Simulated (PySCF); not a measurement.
Cartesian coordinates (Å):
```xyz
8

C      1.4303    -0.1486    -0.2535
C      0.2243     0.3275    -0.3982
C     -1.1212     0.1694     0.1443
H      2.2689     0.2021    -0.8479
H      1.6486    -0.9296     0.4807
H     -1.1412    -0.6008     0.9287
H     -1.4839     1.1043     0.5803
H     -1.8297    -0.1246    -0.6350
```
Charge 0, spin multiplicity 2.

Problem. What is the computed dipole moment, total energy and highest occupied spin orbital (PySCF 2.14.0 with PBE0-D4/def2-TZVP)?

Solution. 
| Property | Value |
|---|---|
| dipole moment | 0.94 D |
| total energy | -117.1233 Ha |
| highest occupied spin orbital | -6.25 eV |
